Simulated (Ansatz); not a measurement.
Geometry optimisation, Ansatz, RKS PBE0-D4/def2-SVP.

Input file:

```yaml
crystal:
  periodic: [false, false, false]
  atoms:
    - { symbol: Al, position_ang: [-1.8072, -0.5936, 0.6707] }
    - { symbol: C, position_ang: [0.0583, -0.7243, 1.1522] }
    - { symbol: C, position_ang: [1.0811, -0.2722, 0.4388] }
    - { symbol: Ge, position_ang: [1.0525, 0.6833, -1.2299] }
    - { symbol: Br, position_ang: [3.25821, 1.04593, -1.93353] }
    - { symbol: H, position_ang: [-2.9806, -1.1361, 1.617] }
    - { symbol: H, position_ang: [-2.2497, 0.1857, -0.6925] }
    - { symbol: H, position_ang: [0.2842, -1.2273, 2.0795] }
    - { symbol: H, position_ang: [2.116, -0.4409, 0.879] }
    - { symbol: H, position_ang: [0.29637, -0.03324, -2.2707] }
    - { symbol: H, position_ang: [0.43481, 2.10998, -0.91344] }
basis:
  gaussian: { orbitals: def2-SVP }
hamiltonian:
  xc: pbe0
  dispersion: d4
relax:
  f_tol: 0.015
  max_steps: 40
```

Launched with:

```bash
$ ansatz run input.yaml --threads 2 --pin off --max-ram 3072MiB --backend cpu --events-out ev --progress --plain --runs-dir out
```

Task: Where does it end, and by what steps?

Result: The run converged. The force dipped under the threshold on the way, but the program's further checks kept it going. After 12 steps the energy has fallen by 0.197 eV; H7 moved furthest, 0.21 Å.

```csv
step,energy less start (eV),largest force component (eV/Å),accepted
0,0.0000,2.448,yes
1,-0.1646,0.427,yes
2,-0.1738,0.534,yes
3,-0.1907,0.230,yes
4,-0.1928,0.150,yes
5,-0.1953,0.080,yes
6,-0.1961,0.030,yes
7,-0.1966,0.044,yes
8,-0.1967,0.035,yes
9,-0.1970,0.017,yes
10,-0.1970,0.007,yes
11,-0.1971,0.010,yes
12,-0.1971,0.015,yes
```

```xyz
11
Properties=species:S:1:pos:R:3
Al -1.813 -0.522 0.708
C 0.058 -0.772 1.199
C 1.089 -0.305 0.466
Ge 0.975 0.701 -1.207
Br 3.183 1.118 -1.795
H -3.008 -1.084 1.587
H -2.064 0.282 -0.645
H 0.333 -1.318 2.116
H 2.127 -0.476 0.792
H 0.363 -0.099 -2.367
H 0.301 2.073 -1.057
```

Whether the end is a true minimum wasn't checked by a vibrational analysis.

Time of the run: 69 s on 2 threads of Arm Neoverse V2, on a shared host, peak memory 0.42 GiB.
